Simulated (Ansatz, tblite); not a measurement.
Removing an electron: Al₈As₇H₂₂⁻, a nanocrystal cut from wurtzite AlAs (hydrogen-capped). Total charge -1; singlet. Geometry: PBE-D4/def2-SVP. Ansatz, gas phase; energy differences of separate SCF runs; the oxidised species was run as a doublet alone.

```csv
atom,x (Å),y (Å),z (Å)
As1,-3.292,-2.470,1.238
Al2,-4.423,-1.316,-0.744
Al3,-0.939,-1.940,1.973
As4,0.339,-1.745,-0.154
As5,-2.763,0.547,-0.839
Al6,-0.740,-0.352,-1.955
Al7,2.665,-1.105,0.461
As8,3.838,-0.817,-1.753
As9,0.951,1.406,-2.401
Al10,2.754,0.338,-3.760
As11,-1.092,0.416,2.686
Al12,-2.665,1.847,1.319
Al13,1.160,1.243,3.450
As14,2.359,1.216,1.236
Al15,1.876,2.896,-0.591
H16,-3.430,-3.988,1.112
H17,-4.142,-2.323,2.499
H18,-4.262,-2.370,-1.952
H19,-5.889,-0.855,-0.266
H20,-0.386,-3.043,2.998
H21,0.435,-3.164,-0.709
H22,-3.331,1.507,-1.887
H23,-1.068,-1.261,-3.234
H24,3.433,-2.157,1.395
H25,4.420,-2.168,-2.174
H26,5.171,-0.155,-1.408
H27,0.231,2.330,-3.385
H28,2.224,-0.881,-4.671
H29,3.823,1.384,-4.354
H30,-1.852,0.234,4.002
H31,-4.113,1.695,2.012
H32,-2.028,3.295,1.063
H33,1.819,0.109,4.390
H34,1.038,2.751,3.994
H35,3.801,1.545,1.628
H36,0.761,3.943,-0.112
H37,3.316,3.406,-1.109
```

The xTB rows come from tblite. Single mean-field runs in def2-TZVP are fitted with def2-universal-jkfit. HOMO above LUMO, or a gap near zero within one spin, warns that the state may not be the lowest or that an electron is smeared out.

Question: Estimate orbital energies and vertical ionisation energies at: GFN1-xTB; GFN2-xTB; PBE-D4/def2-TZVP; revPBE-D4/def2-TZVP; PBE0-D4/def2-TZVP.

Answer: 
| level | −HOMO (eV) | vertical IE (eV) | −LUMO (eV) | HOMO–LUMO gap (eV) | remarks |
| --- | --- | --- | --- | --- | --- |
| GFN1-xTB | 7.44 | 8.99 | 3.66 | 3.77 | – |
| GFN2-xTB | 6.87 | 8.49 | 4.09 | 2.78 | – |
| PBE-D4/def2-TZVP | 3.34 | 4.94 | -0.52 | 3.85 | gap within one spin near zero (doublet) |
| revPBE-D4/def2-TZVP | 3.30 | 4.99 | -0.61 | 3.91 | gap within one spin near zero (doublet) |
| PBE0-D4/def2-TZVP | 4.32 | 5.44 | -1.22 | 5.54 | – |

Relaxing the oxidised species (PBE-D4/def2-SVP) changes its energy by -0.34 eV at PBE-D4/def2-TZVP, so the adiabatic ionisation energy to this nearest minimum is 4.60 eV. At PBE0-D4/def2-TZVP it is 4.86 eV.    Raw xTB energy differences between charge states are shifted by several eV; the methods need an empirical correction for them.
